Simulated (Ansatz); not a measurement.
The cluster Li₆O₂⁻. Total charge -1; doublet. Geometry PBE0-D4/def2-TZVP, that of the neutral singlet; atoms count from 1.

Cartesian coordinates in Å:
```
Li 0.763 -1.029 1.589
Li 1.757 1.121 -0.550
Li -1.001 -3.310 0.612
Li -0.414 2.345 -1.907
Li -0.560 -0.469 -0.521
Li -0.222 1.920 0.897
O 0.022 1.238 -0.691
O -0.344 -1.816 0.572
```

The charge -1 doublet is spin-contaminated (final ⟨S²⟩ up to 1.13, 0.75 for a pure state). The highest occupied level of the charge -1 doublet lies above zero (up to 0.16 eV). Its loss leaves the charge 0 singlet, which lies 0.77 eV higher (vertical, at PBE0-D4/def2-TZVPD), but this difference is unsure: the singlet is doubtful (at the level of its geometry, restricted singlet, unstable towards broken spin symmetry at other levels and untested here). The structure comes from a short search, and lower isomers may exist.

Question: Estimate the Mulliken populations from the PBE0/def2-TZVPD orbitals of Ansatz.

Answer: 
```csv
atom,charge (e),spin (α − β)
Li1,0.22,0.19
Li2,0.05,-0.07
Li3,0.97,-0.16
Li4,0.35,0.30
Li5,0.06,0.67
Li6,0.05,-0.05
O7,-1.38,0.06
O8,-1.32,0.06
```
Mulliken values and Mayer orders depend strongly on the basis. With diffuse functions, as here, like atoms can get unlike values, and bond orders can come out too low or too high.

Question: Where does the spin sit?

Answer: Summed by element: Li 0.88, O 0.12, of 1 unpaired in all. Largest on single atoms: Li5 0.67, Li4 0.30, Li1 0.19.

Question: And the Mayer bond orders between bonded heavy atoms (over 0.3)?

Answer: Li1–Li5 0.33 (2.55 Å); Li2–Li4 0.32 (2.84 Å); Li2–Li6 0.62 (2.58 Å); Li3–O8 0.52 (1.63 Å); Li4–Li6 0.33 (2.84 Å). Values over 0.3 also appear between atoms too far apart for a bond (Li1–Li2 0.33 at 3.19 Å; Li1–Li4 0.30 at 5.00 Å; Li1–Li6 0.33 at 3.19 Å; Li4–Li5 0.36 at 3.14 Å); they arise where an orbital or an unpaired electron spreads over both atoms.
